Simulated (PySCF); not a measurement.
Si(Me)2(NH2)(NMe2), C4H14N2Si, SMILES CN(C)[Si](C)(C)N, GFN2-xTB optimised geometry.

```
21

C     -1.32    -0.05    -2.59
N     -1.07    -0.68    -1.31
C     -0.96    -2.12    -1.43
Si    -0.31     0.14     0.00
C      1.60     0.14     0.00
C     -0.93     1.95     0.00
N     -0.77    -0.80     1.38
H     -1.43     1.02    -2.46
H     -0.50    -0.24    -3.30
H     -2.24    -0.46    -3.02
H     -0.14    -2.41    -2.10
H     -0.79    -2.54    -0.45
H     -1.89    -2.53    -1.85
H      2.00     0.58    -0.91
H      2.01     0.71     0.83
H      1.99    -0.87     0.07
H     -2.01     2.00    -0.14
H     -0.46     2.54    -0.77
H     -0.70     2.42     0.95
H     -1.75    -0.96     1.54
H     -0.31    -0.59     2.26
```

Density from PBE0/def2-SVP run with PySCF at that geometry.

Minimum of the electron density along straight lines between bonded atoms, close to the bond critical point (lines longer than 1.1 times the sum of covalent radii, or with two minima, are not listed):

```
bond    length / Å  ρ at the minimum / e bohr⁻³  ∇²ρ there / e bohr⁻⁵  position (fraction from the first atom)
------  ----------  ---------------------------  --------------------  ---------------------------------------
C1–N2        1.441                        0.274                 -0.79                                     0.39
N2–C3        1.442                        0.272                 -0.77                                     0.61
N2–Si4       1.729                        0.122                  0.72                                     0.60
Si4–C5       1.910                        0.110                  0.32                                     0.38
Si4–C6       1.907                        0.110                  0.31                                     0.38
Si4–N7       1.736                        0.120                  0.72                                     0.40
C1–H8        1.085                        0.282                 -1.06                                     0.63
C1–H9        1.098                        0.274                 -0.99                                     0.62
C1–H10       1.095                        0.276                 -1.01                                     0.63
C3–H11       1.097                        0.274                 -0.99                                     0.62
C3–H12       1.085                        0.284                 -1.10                                     0.64
C3–H13       1.094                        0.276                 -1.01                                     0.62
C5–H14       1.086                        0.271                 -0.96                                     0.62
C5–H15       1.086                        0.270                 -0.95                                     0.62
C5–H16       1.086                        0.271                 -0.97                                     0.62
C6–H17       1.085                        0.271                 -0.97                                     0.62
C6–H18       1.085                        0.271                 -0.96                                     0.62
C6–H19       1.086                        0.271                 -0.96                                     0.62
N7–H20       1.008                        0.332                 -1.52                                     0.76
N7–H21       1.006                        0.333                 -1.53                                     0.76
```
